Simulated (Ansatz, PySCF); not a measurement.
Reaction (SMILES): [C-]#[S+] (CS) [methanidylidynesulfanium] + 3 [H][H] (H2) -> C (CH4) + S (H2S)
Each molecule is optimised on its own at B3LYP-D3(BJ)/def2-TZVP (Ansatz, a quantum-chemistry and plane-wave program).
Geometry of the first species:
```xyz
2

C      0.0000     0.0000    -1.1142
S      0.0000     0.0000     0.4178
```

Quantity: energy of full hydrogenation (electronic energy difference), in kcal/mol. Valence correlation only, unless marked. Spin-orbit coupling is left out. Non-relativistic. CBS(X,Y): correlation extrapolated as X^-3; Hartree-Fock from the larger set.

```csv
level,program,energy of full hydrogenation (kcal/mol)
RI-HF/aug-cc-pV(Q+d)Z,Ansatz,-109.1
revPBE-D4/def2-TZVPD,Ansatz + dftd4,-101.8
r2SCAN/def2-TZVPD,Ansatz,-109.4
r2SCAN-D3(BJ)/def2-TZVPD,Ansatz + dftd3,-109.5
B97M-V/def2-TZVPD,Ansatz,-109.6
PBE0/6-31G*,Ansatz,-116.5
BHLYP-D3(BJ)/def2-TZVPD,Ansatz + dftd3,-114.0
r2SCAN0/def2-TZVPD,Ansatz,-115.5
PW6B95/def2-TZVPD,PySCF,-107.4
HSE06-D4/def2-TZVPD,Ansatz + dftd4,-115.8
LC-wPBE/def2-TZVPD,Ansatz,-119.8
MP2/def2-TZVPPD,Ansatz,-104.1
"MP2/CBS(def2-TZVPP,def2-QZVPP)",Ansatz,-105.1
CCSD/cc-pV(Q+d)Z,Ansatz,-108.0
CCSD/def2-QZVPP,Ansatz,-108.0
CCSD(T)/6-31G,Ansatz,-91.4
CCSD(T)/6-31G*,Ansatz,-88.1
CCSD(T)/cc-pV(D+d)Z,Ansatz,-98.5
CCSD(T)/cc-pV(T+d)Z,Ansatz,-102.8
CCSD(T)/def2-TZVPPD,Ansatz,-102.9
"CCSD(T)/CBS(def2-TZVPPD,def2-QZVPPD)",Ansatz,-104.3
```
